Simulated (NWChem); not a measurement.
The numbers come from NWChem runs, not from measurements. System: C2H4N2Si, charge 0, spin multiplicity 1, displaced from the optimised geometry. The structure started from a generated list of species.

The NWChem input:

```
start mol
memory heap 200 mb stack 800 mb global 1000 mb
geometry units angstroms nocenter noautoz
  C     -1.352170    -0.002401     0.000000
  N     -0.933884    -1.245268     0.000000
  C      0.551167    -1.307848     0.000000
  N      1.315708    -0.256464     0.000000
  Si     0.207966     1.177066     0.000000
  H     -2.455524     0.193776     0.000000
  H      0.957670    -2.354598     0.000000
  H      0.359793     2.027756    -1.246624
  H      0.359793     2.027756     1.246624
  symmetry group Cs
end
basis spherical
  * library def2-svp
end
dft
  xc b3lyp
  semidirect memsize 60000000 filesize 0
  iterations 100
  convergence nodiis damp 40
end
task dft gradient
```

The output up to the point where the run's verdict is printed (cleaned and shortened):

```
             Northwest Computational Chemistry Package (NWChem) 7.3.0
             --------------------------------------------------------

                                NWChem Input Module
                                -------------------

 Scaling coordinates for geometry "geometry" by  1.889725989
 (inverse scale =  0.529177249)

 Turning off AUTOSYM since
 SYMMETRY directive was detected!

                             Geometry "geometry" -> ""
                             -------------------------

 Output coordinates in angstroms (scale by  1.889725989 to convert to a.u.)

  No.       Tag          Charge          X              Y              Z
 ---- ---------------- ---------- -------------- -------------- --------------
    1 C                    6.0000    -1.35217000    -0.00240100     0.00000000
    2 N                    7.0000    -0.93388400    -1.24526800     0.00000000
    3 C                    6.0000     0.55116700    -1.30784800     0.00000000
    4 N                    7.0000     1.31570800    -0.25646400     0.00000000
    5 Si                  14.0000     0.20796600     1.17706600     0.00000000
    6 H                    1.0000    -2.45552400     0.19377600     0.00000000
    7 H                    1.0000     0.95767000    -2.35459800     0.00000000
    8 H                    1.0000     0.35979300     2.02775600    -1.24662400
    9 H                    1.0000     0.35979300     2.02775600     1.24662400

 Effective nuclear repulsion energy (a.u.)     202.1714616665

            Nuclear Dipole moment (a.u.)
            ----------------------------
        X                 Y               Z
 ---------------- ---------------- ----------------
     0.0000113384    -0.0000075589     0.0000000000

      Symmetry information
      --------------------

 Group name             Cs
 Group number              2
 Group order               2
 No. of unique centers     8

      Symmetry unique atoms

     1    2    3    4    5    6    7    8


 Summary of "ao basis" -> "" (spherical)
 ------------------------------------------------------------------------------
[...]
 d= 0,ls=0.0         52   -402.6487013515  1.39D+01  2.44D-01              18.3
 d= 0,ls=0.0         53   -416.5253562379 -1.39D+01  2.44D-01              18.6
 d= 0,ls=0.0         54   -402.6487013756  1.39D+01  2.44D-01              18.9
 d= 0,ls=0.0         55   -416.5253562244 -1.39D+01  2.44D-01              19.2
 d= 0,ls=0.0         56   -402.6487013861  1.39D+01  2.44D-01              19.6
 d= 0,ls=0.0         57   -416.5253562186 -1.39D+01  2.44D-01              19.9
 d= 0,ls=0.0         58   -402.6487013906  1.39D+01  2.44D-01              20.2
 d= 0,ls=0.0         59   -416.5253562160 -1.39D+01  2.44D-01              20.5
 d= 0,ls=0.0         60   -402.6487013926  1.39D+01  2.44D-01              20.8
 d= 0,ls=0.0         61   -416.5253562149 -1.39D+01  2.44D-01              21.1
 d= 0,ls=0.0         62   -402.6487013934  1.39D+01  2.44D-01              21.5
 d= 0,ls=0.0         63   -416.5253562145 -1.39D+01  2.44D-01              21.8
 d= 0,ls=0.0         64   -402.6487013938  1.39D+01  2.44D-01              22.1
 d= 0,ls=0.0         65   -416.5253562143 -1.39D+01  2.44D-01              22.5
 d= 0,ls=0.0         66   -402.6487013940  1.39D+01  2.44D-01              22.8
 d= 0,ls=0.0         67   -416.5253562142 -1.39D+01  2.44D-01              23.1
 d= 0,ls=0.0         68   -402.6487013940  1.39D+01  2.44D-01              23.5
 d= 0,ls=0.0         69   -416.5253562141 -1.39D+01  2.44D-01              23.8
 d= 0,ls=0.0         70   -402.6487013941  1.39D+01  2.44D-01              24.2
 d= 0,ls=0.0         71   -416.5253562141 -1.39D+01  2.44D-01              24.6
 d= 0,ls=0.0         72   -402.6487013941  1.39D+01  2.44D-01              24.9
 d= 0,ls=0.0         73   -416.5253562141 -1.39D+01  2.44D-01              25.2
 d= 0,ls=0.0         74   -402.6487013941  1.39D+01  2.44D-01              25.5
 d= 0,ls=0.0         75   -416.5253562141 -1.39D+01  2.44D-01              25.9
 d= 0,ls=0.0         76   -402.6487013941  1.39D+01  2.44D-01              26.2
 d= 0,ls=0.0         77   -416.5253562141 -1.39D+01  2.44D-01              26.5
 d= 0,ls=0.0         78   -402.6487013941  1.39D+01  2.44D-01              26.9
 d= 0,ls=0.0         79   -416.5253562141 -1.39D+01  2.44D-01              27.2
 d= 0,ls=0.0         80   -402.6487013941  1.39D+01  2.44D-01              27.6
 d= 0,ls=0.0         81   -416.5253562141 -1.39D+01  2.44D-01              27.9
 d= 0,ls=0.0         82   -402.6487013941  1.39D+01  2.44D-01              28.3
 d= 0,ls=0.0         83   -416.5253562141 -1.39D+01  2.44D-01              28.7
 d= 0,ls=0.0         84   -402.6487013941  1.39D+01  2.44D-01              29.1
 d= 0,ls=0.0         85   -416.5253562141 -1.39D+01  2.44D-01              29.5
 d= 0,ls=0.0         86   -402.6487013941  1.39D+01  2.44D-01              29.9
 d= 0,ls=0.0         87   -416.5253562141 -1.39D+01  2.44D-01              30.2
 d= 0,ls=0.0         88   -402.6487013941  1.39D+01  2.44D-01              30.6
 d= 0,ls=0.0         89   -416.5253562141 -1.39D+01  2.44D-01              30.9
 d= 0,ls=0.0         90   -402.6487013941  1.39D+01  2.44D-01              31.3
 d= 0,ls=0.0         91   -416.5253562141 -1.39D+01  2.44D-01              31.7
 d= 0,ls=0.0         92   -402.6487013941  1.39D+01  2.44D-01              32.1
 d= 0,ls=0.0         93   -416.5253562141 -1.39D+01  2.44D-01              32.4
 d= 0,ls=0.0         94   -402.6487013941  1.39D+01  2.44D-01              32.8
 d= 0,ls=0.0         95   -416.5253562141 -1.39D+01  2.44D-01              33.2
 d= 0,ls=0.0         96   -402.6487013941  1.39D+01  2.44D-01              33.5
 d= 0,ls=0.0         97   -416.5253562141 -1.39D+01  2.44D-01              33.9
 d= 0,ls=0.0         98   -402.6487013941  1.39D+01  2.44D-01              34.2
 d= 0,ls=0.0         99   -416.5253562141 -1.39D+01  2.44D-01              34.6
 d= 0,ls=0.0        100   -402.6487013941  1.39D+01  2.44D-01              35.0
```

The run did not converge; its last values are not results. The next line reads: Calculation failed to converge. NWChem stopped with the message: dft gradient failed.
